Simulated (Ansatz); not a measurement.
Ideal-gas functions of `C[O][Zn]` radical at 298.15 K and 1 bar, from an Ansatz frequency run at PBE0-D4/def2-TZVP.

Molar mass 96.42 g/mol, point group Cs (symmetry number 1), electronic degeneracy 2, moments of inertia 9.178, 126.136, 132.137 u Å². Harmonic wavenumbers (cm⁻¹, unscaled): 91, 181, 501, 1117, 1170, 1172, 1469, 1485, 1493, 2974, 3023, 3046.

Use S(trans) = R[1.5 ln M + 2.5 ln T − 1.1517]; rotational temperatures θ = 24.2544 K / I; S(rot) = R[ln(√π/σ · √(T³/θAθBθC)) + 1.5]; for each mode x = 1.438777 ν̃/T, S = R[x/(eˣ − 1) − ln(1 − e⁻ˣ)] and H = RT x/(eˣ − 1); 1 cm⁻¹ = 0.0119627 kJ/mol; R = 8.31446 J/(mol·K).

Problem. By hand: the entropy, in J/(mol·K).

Solution. Translation 165.8. Rotation: θ = 2.6427, 0.1923, 0.1836 K, giving 98.1. Vibration, mode by mode: 15.22, 9.70, 2.74, 0.24, 0.20, 0.19, 0.06, 0.05, 0.05, 0.00, 0.00, 0.00, in all 28.5. Electronic 5.8. Sum 298.2 J/(mol·K).

Problem. By hand: H − E and G − E in kJ/mol, counted from the electronic energy.

Solution. Zero-point energy ½ × 17722 × 0.0119627 = 106.0; thermal vibration 4.3; translation, rotation and pV give 4 RT = 9.9. H − E = 120.2 kJ/mol, and G − E = 120.2 − 298.15 × 298.2/1000 = 31.3 kJ/mol.

Vibration gives 10 % of the entropy, 15.2 J/(mol·K) of it from the mode under 150 cm⁻¹: soft modes count most, and the harmonic formula is weakest for them.
